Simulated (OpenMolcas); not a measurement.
**Xe⁵⁺: effect of the basis set**

```json
{"Program": "OpenMolcas", "Method": "SS-RASPT2, IPEA 0.25 Eh, imaginary shift 0.1 Eh (closed shells correlated: 4d)", "Active space": "3 electrons in 9 orbitals (RAS2 5s 5p; RAS3 5d, at most 2 electrons)", "State averaging": "2S+1 = 4 odd, 1 root; 2S+1 = 2 odd, 11 roots; 2S+1 = 4 even, 3 roots; 2S+1 = 2 even, 9 roots", "Spin-orbit coupling": "RASSI with atomic mean-field integrals over the reference wave functions, term energies averaged over their components"}
```

A. ANO-R2 [7s6p4d2f1g], X2C, finite nucleus; CASPT2 step roughly 9 core-seconds
B. ANO-RCC-VTZP [7s6p4d2f1g], DKH2, point nucleus; CASPT2 step roughly 19 core-seconds
C. ANO-RCC-VQZP [8s7p5d3f2g], DKH2, point nucleus; CASPT2 step of the order of 18 core-seconds
D. ANO-RCC [10s9p8d5f3g], DKH2, point nucleus; CASPT2 step of the order of 40 core-seconds

Energies in cm⁻¹ above 5s² 5p ²P°_1/2, the measured ground level; measured values from Saloman, J. Phys. Chem. Ref. Data 33, 765 (2004).

| Level | A | B | C | D | Measured |
| --- | --- | --- | --- | --- | --- |
| 5s² 5p ²P°_1/2 | 0.0 | 0.0 | 0.0 | 0.0 | 0.0 |
| 5s² 5p ²P°_3/2 | 13730 | 13700 | 13440 | 13640 | 15599 |
| 5s 5p² ⁴P_1/2 | 92220 | 92340 | 92730 | 92620 | 92586 |
| 5s 5p² ⁴P_3/2 | 98890 | 98970 | 99200 | 99240 | 100378 |
| 5s 5p² ⁴P_5/2 | 105280 | 105370 | 105430 | 105550 | 107205 |
| 5s 5p² ²D_3/2 | 123520 | 123870 | 123770 | 123770 | 124870 |
| 5s 5p² ²D_5/2 | 126800 | 127100 | 126920 | 127040 | 129230 |
| 5s 5p² ²P_1/2 [68 %] | 140250 | 141090 | 140650 | 140560 | 141837 |
| 5s 5p² ²P_3/2 | 154920 | 155840 | 155260 | 155350 | 159112 |
| 5s 5p² ²S_1/2 [66 %] | 154980 | 155670 | 155010 | 155070 | 157996 |

Deviations, from unrounded energies. A percentage is the sum of absolute deviations over the sum of measured energies, with the sign that they share, or ± where signs differ.

```
                  Against measurement  Levels      A      B      C      D
       mean absolute deviation (cm-1)       9   2000   1700   1900   1800
fine structure of the ground term (%)       1  -12.0  -12.2  -13.9  -12.6
             other configurations (%)       8   -1.6   -1.3   ±1.4   ±1.4
```

B lies closest to measurement on these levels and A furthest from it. The largest miss of B in the table is 5s 5p² ²P_3/2, by -3300 cm-1. The ranking rests on the paired levels alone, and a cruder setting can come out closer through cancelling errors.

Among A to D the level of the table that moves most is 5s 5p² ²P_3/2, by 910 cm-1 (lowest in A, highest in B). Moves below CASPT2's spread within the term are not significant.

CASPT2 breaks the degeneracy within a term, and the mean is taken; among the terms shown or strongly mixed into the levels shown the widest spread is 16 cm-1 (5s 5p² ²D, C). Active for correlation alone: 5d; no level in the range computed is led by a configuration that fills it, so any true level of that kind is missing. Measured partners are found by configuration, term and J. A level has none where our copy of the source lacks it or the pairing is in doubt (some pairs that miss far off the trend of their configuration count as doubtful), and it then counts in no deviation. Levels of configurations outside the active space are missing. Levels that lie high or do not pair safely by name in every column are left out.

A share in square brackets marks a mixed level and gives the weight of the term that names it, the lowest over the columns. ° marks odd parity.
